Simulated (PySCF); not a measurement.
**How methods differ on the excitation energy of V**

V [Ar] 3d3 4s2 (4F) → V [Ar] 3d4 4s1 (6D), as a difference of total energies. Computed with PySCF 2.14 in aug-cc-pVTZ (8s7p5d3f2g, 93 functions), with no relativity, point nucleus. Correlated levels: valence: [Ar] frozen. The calculations carry no spin-orbit coupling.

```
           method  excitation energy (cm⁻¹)
              UHF                    1803.6
    MP2 (valence)                    1750.4
SCS-MP2 (valence)                    8146.4
   CCSD (valence)                    2946.9
CCSD(T) (valence)                    3075.2
```

**Question.** How much does correlation contribute at CCSD(T) (valence)?

**Answer.** 3075.2 − (1803.6) = 1271.6 cm⁻¹, measured against UHF.

These non-relativistic numbers lack the scalar-relativistic shift.

Errors of the correlated levels include the incompleteness of this basis and the frozen core.

For comparison: 1977.3 cm⁻¹ (measured; NIST levels, between the centres of gravity of the two terms).
